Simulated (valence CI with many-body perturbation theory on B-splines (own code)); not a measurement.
**Mn3+: E2, M1 decay**

Level of theory: configuration interaction combined with many-body perturbation theory (CI+MBPT): four valence electrons over a frozen Dirac-Fock core [Ar], a basis of 9 s, 9 p, 10 d, 8 f, 5 g, 3 h, 1 i functions for each j, with the one-electron correlation potential Σ1 (screened to all orders), the two-electron term Σ2, the three-electron term Σ3, Breit, model QED; selected single and double excitations, second order for the rest, scaled by the run's own slope (own B-spline code, finite nucleus).

Set against measurement, 35 paired levels are off by 1573 cm⁻¹ on average, the worst by 4245. These come from a selection out of Corliss and Sugar, J. Phys. Chem. Ref. Data 6, 1253 (1977). Levels without a partner in it may be off by more, other configurations by 1,000 to 8,000 cm⁻¹. Among the levels kept, up to 290 cm⁻¹ of a level comes from second order outside the variational space, and about a tenth of that is noise between levels of different J, which matters for small intervals. Only levels of the ground parity were solved; by the run's estimate the other parity begins above the list, which can be wrong where configurations are misplaced.

Lines 1 to 50 of 111 in falling wavelength, among levels below 17.368 eV, chosen from the decays that carry over 1 % of a level's rate. Wavelengths and rates use the calculated energies, so an error of 2000 cm⁻¹ moves a line at 11350 Å by 23 % and its rate by three times that or more. Electric multipoles are in the length gauge, E1 and E2 with the static RPA response of the core. S is in atomic units (e²a₀⁴ for E2 and M2, e²a₀⁶ for E3), for M1 in squared Bohr magnetons. Weak lines are less certain than strong ones. Lines between different terms over intervals too small for the method are left out, as are lines whose strength nearly cancels and 9 of this kind that miss the measured wavelength by over 7 %.

Letters in brackets count levels of one name in rising energy.

```
λ vac (Å)  λ from measured levels         Upper         Lower  Type   A (s⁻¹)  S (a.u.)
1.010e+06               1.010e+06      3d4 5D_1      3d4 5D_0    M1  5.25e-05  6.02e+00
5.387e+05               5.325e+05      3d4 5D_2      3d4 5D_1    M1  3.64e-04  1.05e+01
5.276e+05               5.152e+05      3d4 3H_5      3d4 3H_4    M1  1.80e-04  1.08e+01
4.936e+05               4.890e+05      3d4 3H_6      3d4 3H_5    M1  1.86e-04  1.08e+01
3.793e+05               3.768e+05      3d4 5D_3      3d4 5D_2    M1  8.51e-04  1.20e+01
3.031e+05               2.998e+05      3d4 5D_4      3d4 5D_3    M1  9.73e-04  9.04e+00
    97370                   95610  3d4 3P_2 [a]  3d4 3P_1 [a]    M1  1.45e-02  2.49e+00
    18320                          3d4 1G_4 [a]      3d4 3G_5    M1  9.71e-03  1.99e-02
    17020                          3d4 1G_4 [a]      3d4 3G_3    M1  1.61e-02  2.64e-02
    12690                          3d4 1D_2 [a]      3d4 3D_1    M1  4.00e-02  1.51e-02
    12520                          3d4 1D_2 [a]      3d4 3D_2    M1  8.10e-03  2.95e-03
    12500                          3d4 1G_4 [a]  3d4 3F_4 [a]    M1  1.19e-01  7.74e-02
    12390                          3d4 1D_2 [a]      3d4 3D_3    M1  4.42e-02  1.56e-02
    12360                          3d4 1G_4 [a]  3d4 3F_3 [a]    M1  5.72e-02  3.61e-02
    12170                          3d4 3F_2 [b]      3d4 1F_3    M1  7.74e-02  2.58e-02
    11350                   11040      3d4 3D_3  3d4 3P_2 [a]    M1  2.47e-02  9.36e-03
    11300                   11520      3d4 3D_2  3d4 3F_2 [a]    M1  3.50e-03  9.35e-04
    11240                   10930      3d4 3D_2  3d4 3P_2 [a]    M1  2.61e-02  6.86e-03
    11170                   11380      3d4 3D_1  3d4 3F_2 [a]    M1  6.57e-03  1.02e-03
    11110                   10800      3d4 3D_1  3d4 3P_2 [a]    M1  1.28e-02  1.95e-03
    10120                              3d4 1I_6      3d4 3H_6    M1  6.45e-02  3.22e-02
     9969                    9707      3d4 3D_1  3d4 3P_1 [a]    M1  5.19e-02  5.71e-03
     9915                              3d4 1I_6      3d4 3H_5    M1  4.86e-02  2.29e-02
     9747                          3d4 1G_4 [a]      3d4 3H_5    M1  1.14e-01  3.51e-02
     9570                          3d4 1G_4 [a]      3d4 3H_4    M1  8.21e-02  2.40e-02
     9396                    9152      3d4 3D_1  3d4 3P_0 [a]    M1  2.10e-02  1.94e-03
     7794                          3d4 1S_0 [a]  3d4 3P_1 [a]    M1  6.73e-01  1.18e-02
     7447                              3d4 1F_3      3d4 3D_2    M1  3.06e-02  3.28e-03
     7398                              3d4 1F_3      3d4 3D_3    M1  6.72e-02  7.06e-03
     7076                              3d4 1F_3  3d4 1G_4 [a]    E2  9.56e-03  1.06e+00
     5961                          3d4 1D_2 [a]  3d4 3F_3 [a]    M1  1.99e-01  7.80e-03
     5940                          3d4 1D_2 [a]  3d4 3F_2 [a]    M1  1.18e-01  4.60e-03
     5923                          3d4 1D_2 [a]  3d4 3P_2 [a]    M1  7.21e-02  2.78e-03
     5583                          3d4 1D_2 [a]  3d4 3P_1 [a]    M1  3.13e-02  1.01e-03
     5119                    4903      3d4 3H_4      3d4 5D_4    M1  5.03e-04  2.25e-05
     5070                    4857      3d4 3H_5      3d4 5D_4    M1  2.79e-06  1.48e-07
     5055                              3d4 1F_3      3d4 3G_4    M1  7.54e-02  2.53e-03
     5034                    4824      3d4 3H_4      3d4 5D_3    M1  9.18e-05  3.91e-06
     5018                    4809      3d4 3H_6      3d4 5D_4    E2  6.78e-06  2.50e-04
     4998                              3d4 1F_3      3d4 3G_3    M1  5.26e-02  1.71e-03
     4778                    4865  3d4 3P_0 [a]      3d4 5D_1    M1  6.17e-01  2.49e-03
     4683                    4764  3d4 3P_1 [a]      3d4 5D_2    M1  4.68e-01  5.34e-03
     4642                    4613  3d4 3F_2 [b]      3d4 3D_1    M1  7.90e-02  1.46e-03
     4621                    4700  3d4 3P_1 [a]      3d4 5D_0    M1  5.43e-02  5.96e-04
     4620                    4590  3d4 3F_2 [b]      3d4 3D_2    M1  1.13e-01  2.07e-03
     4609                    4581  3d4 3F_4 [b]      3d4 3D_3    M1  9.50e-02  3.10e-03
     4599                          3d4 3P_2 [b]      3d4 3D_2    E2  2.02e-01  1.86e+00
     4595                    4566  3d4 3F_3 [b]      3d4 3D_3    M1  7.75e-02  1.95e-03
     4580                          3d4 3P_2 [b]      3d4 3D_3    E2  3.57e-01  3.21e+00
     4567                    4550  3d4 3F_3 [a]      3d4 5D_4    M1  2.83e-02  7.00e-04
```
